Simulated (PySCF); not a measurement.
**How the method changes the constants of RuO⁺**

State: ⁴Δ (quartet), unpaired electrons π ↑↑, δ ↑. Set-up: basis Ru def2-TZVPPD with ECP28, O def2-TZVPPD; scalar-relativistic core potentials; PySCF 2.14. De refers to Ru⁺ (4d7) + O in their high-spin ground configurations, without counterpoise correction. The functionals are run spin-unrestricted. A positive dipole points towards O; it is taken about the centre of mass and depends on that origin. Levels whose curve was spin-contaminated or gave no clean fit are not listed.

```tsv
Level	Re (Å)	ωe (cm⁻¹)	De (eV)	μ (D)
ROHF-CCSD	1.660	1001	2.87	n/a
PBE	1.677	966	4.79	-3.07
PW91	1.677	966	4.79	-3.08
r²SCAN	1.664	1005	4.24	-3.32
TPSSh	1.669	993	3.81	-3.37
r²SCANh	1.656	1025	3.82	-3.42
PBE0	1.652	1031	3.58	-3.40
r²SCAN0	1.646	1053	3.20	-3.56
M06	1.656	1009	3.12	-3.32
CAM-B3LYP	1.653	1037	3.51	-3.52
```

The bond length runs from 1.646 Å (r²SCAN0) to 1.677 Å (PW91). De spans 2.87 eV (ROHF-CCSD, coupled cluster) to 4.79 eV (PW91, GGA).

Correlated steps freeze 1 core orbital. The metal atom is held in its measured ground configuration; semilocal functionals can put another filling of s and d lower by some tenths of an eV, and De to that atom would be smaller. These are scalar-relativistic numbers at best; spin–orbit coupling would shift them, the dissociation energy most. For an ion De counts to the pair picked by the measured ionisation energies or electron affinities, which need not be the lowest pair at this level. The CCSD T1 diagnostic is raised, a sign that a single reference may not be enough here. The state is the lowest single determinant that the PBE0 search found; with open d or f shells the true ground state can be another one.

The whole job (state search and all levels along the bond) took about 27 min on 2 threads of Arm Neoverse V1 (shared host), peak memory 4.5 GiB.
